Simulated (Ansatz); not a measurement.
Calculation: Ansatz (a quantum-chemistry and plane-wave program) with frozen-core CCSD(T)/cc-pVDZ // B3LYP-D3(BJ)/def2-SVP. The restricted HF reference is unstable towards unrestricted orbitals.

Ansatz 0.2 input:
```yaml
crystal:
  periodic: [false, false, false]
  atoms:
    - { symbol: B, position_ang: [0.544544, 2.755184, -0.193907] }
    - { symbol: C, position_ang: [-0.098348, 1.340748, -0.129499] }
    - { symbol: C, position_ang: [-1.503971, 1.327039, -0.263974] }
    - { symbol: C, position_ang: [-2.427792, 0.276891, -0.258865] }
    - { symbol: C, position_ang: [-2.196935, -1.084386, -0.114417] }
    - { symbol: F, position_ang: [-3.29506, -1.864958, -0.150558] }
    - { symbol: C, position_ang: [-0.994565, -1.777196, 0.063979] }
    - { symbol: C, position_ang: [0.285473, -1.257037, 0.140711] }
    - { symbol: C, position_ang: [1.450659, -2.029947, 0.322005] }
    - { symbol: C, position_ang: [2.548731, -1.162092, 0.349385] }
    - { symbol: C, position_ang: [2.119174, 0.175066, 0.187991] }
    - { symbol: C, position_ang: [0.724913, 0.19688, 0.052324] }
    - { symbol: H, position_ang: [1.728829, 2.937439, -0.093936] }
    - { symbol: H, position_ang: [-0.171877, 3.713121, -0.35099] }
    - { symbol: H, position_ang: [-1.957436, 2.312373, -0.396372] }
    - { symbol: H, position_ang: [-3.481902, 0.539904, -0.384237] }
    - { symbol: H, position_ang: [-1.101613, -2.862702, 0.151121] }
    - { symbol: H, position_ang: [1.471901, -3.114345, 0.42123] }
    - { symbol: H, position_ang: [3.588329, -1.468812, 0.476501] }
    - { symbol: H, position_ang: [2.76695, 1.046824, 0.171503] }
basis:
  gaussian: { orbitals: cc-pVDZ }
correlation:
  method: ccsd_t
```

Output:

```
Functional definition: HF
1926 factors; integrals over basis functions are off by at most 1.1e-3 eV
mean field evaluation 1: about -13801.0668 eV, gradient 4.3e1 eV
mean field evaluation 2: about -13801.6383 eV, gradient 4.3e1 eV
mean field evaluation 4: about -13807.2569 eV, gradient 9.0e0 eV
mean field evaluation 8: about -13807.5011 eV, gradient 4.2e-1 eV
mean field evaluation 16: about -13801.0668 eV, gradient 4.3e1 eV
mean field -13807.50232487 eV, -507.4163513779 hartree, gradient 1.6e-6 eV, S^2 0.000000; 0 other end points of the search recorded, 0 dependent functions left out; unrestricted orbitals would lower it
12 core orbitals not correlated
reference -13807.50232487 eV, -507.4163513779 hartree; 29, 29 occupied and 167, 167 virtual orbitals, 1926 factors
second order -42.72661218 eV of doubles, -0.00000000 eV of singles
cycle   1  -42.46135412 eV  change    2.7e-1 eV  update   1.9e-1
cycle   2  -43.71748367 eV  change    -1.3e0 eV  update   7.3e-2
cycle   3  -44.07730943 eV  change   -3.6e-1 eV  update   3.2e-2
cycle   4  -44.11427262 eV  change   -3.7e-2 eV  update   1.2e-2
cycle   5  -44.10786299 eV  change    6.4e-3 eV  update   6.1e-3
cycle   6  -44.11005650 eV  change   -2.2e-3 eV  update   2.4e-3
cycle   7  -44.11005069 eV  change    5.8e-6 eV  update   1.1e-3
cycle   8  -44.10969887 eV  change    3.5e-4 eV  update   5.3e-4
cycle   9  -44.10968827 eV  change    1.1e-5 eV  update   2.4e-4
cycle  10  -44.10987221 eV  change   -1.8e-4 eV  update   1.4e-4
cycle  11  -44.10962600 eV  change    2.5e-4 eV  update   8.5e-5
cycle  12  -44.10971426 eV  change   -8.8e-5 eV  update   6.7e-5
cycle  13  -44.10964242 eV  change    7.2e-5 eV  update   3.6e-5
perturbative correction -2.07050091 eV, -0.0760895050 hartree
Total energy: -13853.68246821 eV, -509.1134403434 hartree
```

Cost: roughly 22 core-minutes.
